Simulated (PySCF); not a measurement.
Electronic structure of Tc³⁵⁺ (technetium, charge +35) at the UHF level

Configuration: [He] 2s2 2p4, high-spin 3P determinant. Calculation: PySCF 2.14, in an even-tempered Gaussian basis (19 s from 12 bohr⁻², ratio 2.2; 12 p from 15 bohr⁻², ratio 2.2; 6 d from 68 bohr⁻², ratio 2.4; 5 f from 100 bohr⁻², ratio 2.4; 4 g from 150 bohr⁻², ratio 2.4); scalar relativity by spin-free X2C-1e.

- Total energy: -3068.486779 hartree
- One-electron energy: -3303.7876 hartree
- Hartree (Coulomb) energy: 296.1127 hartree
- Exchange energy: -60.8119 hartree
- ⟨S²⟩: 2.0001
- ⟨L²⟩: 2.000
- Sum of ⟨r⟩: 0.8519 bohr
- Sum of ⟨r²⟩: 0.1265 bohr²
- Traceless quadrupole moment −½Σ⟨3z² − r²⟩ along its main axis: -0.00751 e·bohr²

```csv
shell,electrons,mean orbital energy (eV),spread (eV),"rms radius, mean of both spins (bohr)"
1s α,1,-23551.8,0,0.0392
1s β,1,-23517.9,0,0.0392
2s α,1,-5207.6,0,0.156
2s β,1,-5139.3,0,0.156
2p α,3,-4929.1,23.242,0.137
2p β,1,-4891.0,0,0.137
```

Spin-orbit coupling is strong in this species (close to jj coupling), so the high-spin LS determinant is a model state, not a physical level.

Densities and radii are taken from the X2C orbitals without a picture-change correction, which distorts them close to the nucleus.

Spin-orbit constants ζ (cm⁻¹) from the X2C one-electron operator on these orbitals: bare nucleus, nucleus screened by l(l+1)(2l+1)/3 electrons, and screened by the Breit-Pauli mean field of the electrons.

| shell | bare | screened nucleus | mean field |
| --- | --- | --- | --- |
| 2p | 700100 | 667600 | 656500 |

To first order the Landé constant is A = -328200 cm⁻¹, so the lowest level has J = 2 and lies 40.7 eV below the centre of the term. This holds in LS coupling only, and this species is close to jj coupling.
